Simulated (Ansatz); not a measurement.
`CN1[SiH2]C1O` and `CN1C[SiH2]1` differ in one atom or group.

Ansatz, PBE0-D4/def2-TZVP geometries, multiplicity 1. Each molecule was computed in one conformer, which needn't be the lowest.

| property | `CN1[SiH2]C1O` |
| --- | --- |
| size of the dipole moment (PBE/def2-TZVPP) / D | 1.53 |
| HOMO energy (B3LYP/def2-TZVPP) / eV | -6.48 |
| HOMO energy (PBE0/def2-TZVPP) / eV | -6.69 |
| LUMO energy (ωB97M-V/def2-TZVPP) / eV | 1.45 |
| HOMO–LUMO gap (B3LYP/def2-TZVPP) / eV | 5.99 |
| HOMO energy (PBE/def2-TZVPP) / eV | -5.45 |

Q: What does the change do to each property? (An estimate is asked.)

A: The calculation gave: 
```csv
property,`CN1C[SiH2]1`,shift
size of the dipole moment (PBE/def2-TZVPP) / D,0.63,-0.90
HOMO energy (B3LYP/def2-TZVPP) / eV,-6.16,0.32
HOMO energy (PBE0/def2-TZVPP) / eV,-6.38,0.31
LUMO energy (ωB97M-V/def2-TZVPP) / eV,1.58,0.13
HOMO–LUMO gap (B3LYP/def2-TZVPP) / eV,5.82,-0.17
HOMO energy (PBE/def2-TZVPP) / eV,-5.13,0.32
```

With PBE0 the HOMO rises by 0.31 eV and the LUMO rises by 0.15 eV, so the gap narrows by about 0.16 eV. PBE moves the HOMO by 0.32 eV and ωB97M-V by 0.25 eV. Dipoles are sizes alone; their direction can turn.

B3LYP here is the variant with VWN-RPA as its local correlation; programs differ in this.
